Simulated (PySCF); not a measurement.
## A single-point calculation

Pr2N2 (singlet in the valence; each metal's 4f electrons, 2 of them, lie in its core potential, out of spins and levels). PySCF 2.14.0, RKS r2SCAN, Pr lcecp-1-SVP with ECP48, N def2-SVP; non-relativistic Hamiltonian with scalar-relativistic core potentials where named; density fitting; no spin-orbit coupling. Purpose: level r2SCAN.

```python
mol = gto.M(atom='''
Pr     0.00000    -0.00000     1.59476
Pr    -0.00000     0.00000    -1.59476
N      1.41894    -0.00000    -0.00000
N     -1.41894     0.00000     0.00000''',
    basis={'Pr': 'lcecp-1-SVP', 'N': 'def2-SVP'},
    ecp={'Pr': 'lcecp-1-SVP'},
    charge=0, spin=0)
mf = dft.RKS(mol, xc='R2SCAN')
mf.grids.atom_grid = (75, 302)  # f atoms: unpruned, at least (60, 302)
mf = mf.density_fit()  # fitting sets: Pr AutoAux, N def2-universal-JKFIT
mf.conv_tol = 1e-08; mf.max_cycle = 55
mf.kernel(dm0)  # dm0: converged density of the relaxed state
mf.nuc_grad_method().kernel()
```

Run from Python with OMP_NUM_THREADS=2; the lines above give its settings. Where DIIS fails, smearing, a level shift and second-order steps follow.
It took 8.2 s on 2 threads of Intel(R) Xeon(R) 6975P-C (Granite Rapids), with other jobs on the host, from an already converged density.

Where do the frontier levels lie, over both spins?

HOMO -3.47 eV, LUMO -1.58 eV. The 4f levels lie in the core potential and are missing.

What are the Mulliken charges and spins?


```tsv
atom	charge (e)	spin (e)
Pr1	0.557	0.000
Pr2	0.556	0.000
N3	-0.557	0.000
N4	-0.556	0.000
```
The spin of the 4f electrons in the core isn't counted.

What forces act on the atoms (eV/Å)?


```
Pr   0.00  0.00 -0.38
Pr   0.00  0.00  0.38
N   -0.32  0.00  0.00
N    0.32  0.00  0.00
```
Forces carry noise of the integration grid, about 0.01 to 0.03 eV/Å.

The geometry was relaxed with TPSS (Pr lcecp-1-SVP with ECP48, N def2-SVP).

An lcecp potential fixes the number of 4f electrons, so in runs with it no electron can move into or out of that shell.
